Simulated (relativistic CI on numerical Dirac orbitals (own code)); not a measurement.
Re6+: q coefficients and field-shift factors

Method of calculation: Dirac-Coulomb-Breit CI, orbitals from a KLI potential per configuration, derivatives by finite differences, unscaled Slater integrals, QED left out (own radial code, finite nucleus).

Configuration list (outside the closed core [Kr] 4d10 5s2): 4f¹⁴5p⁶5d, 4f¹⁴5p⁶6s, 4f¹⁴5p⁶5f, 4f¹⁴5p⁶6p, 4f¹⁴5p⁵5d², 4f¹⁴5p⁶6d, 4f¹³5p⁶5d². Double excitations out of closed p, d and f shells are left out; levels of such configurations are missing from the list, as are those of other unlisted configurations, and high levels can miss mixing partners.

With x = (α/α₀)² − 1 an excitation energy changes as ω = ω₀ + qx; K = 2q/ω₀ is the relative enhancement. Terms are leading LS components, so labels can repeat. The field-shift factor is F = δν/δ⟨r²⟩ for the transition from the lowest level.

Lowest level 4f¹⁴5p⁶5d ²D3/2.

```
            Level  ω₀ (cm⁻¹)  q (cm⁻¹)  F (GHz/fm²)
  4f¹⁴5p⁶5d ²D5/2      10313      9537        0.942
  4f¹⁴5p⁶6s ²S1/2     115689    -46740         87.3
 4f¹⁴5p⁶6p ²P°1/2     191439    -36760         16.1
 4f¹⁴5p⁶6p ²P°3/2     212741    -10590         12.4
 4f¹⁴5p⁶5f ²F°5/2     306030      -421         12.1
 4f¹⁴5p⁶5f ²F°7/2     307641     253.1         12.2
  4f¹⁴5p⁶6d ²D3/2     323093     -8396         12.4
4f¹⁴5p⁵5d² ⁴D°1/2     324692     12310         8.77
  4f¹⁴5p⁶6d ²D5/2     326563     -4851         12.4
4f¹⁴5p⁵5d² ⁴D°3/2     326640     12100         9.01
4f¹⁴5p⁵5d² ⁴D°5/2     331569     15770         9.74
4f¹⁴5p⁵5d² ⁴D°7/2     338356     16750         10.4
4f¹⁴5p⁵5d² ⁴P°5/2     340370      7867         10.5
```

At this charge configurations can still be misplaced by up to about 7 % of their energy. Levels and lines within the n = 5 or 6 shells can be off by up to 10 % or somewhat more, and those that change n by about 2 %, since core polarisation is missing. Levels that differ in their count of f electrons can be misplaced by several ten thousand cm⁻¹, since the correlation energy of f electrons is missing or only estimated; rates across such gaps can be off by orders of magnitude.

Task: Which transition from the lowest level has the largest |K|?

Result: 4f¹⁴5p⁶5d ²D5/2 at 10313 cm⁻¹, K = 1.85.
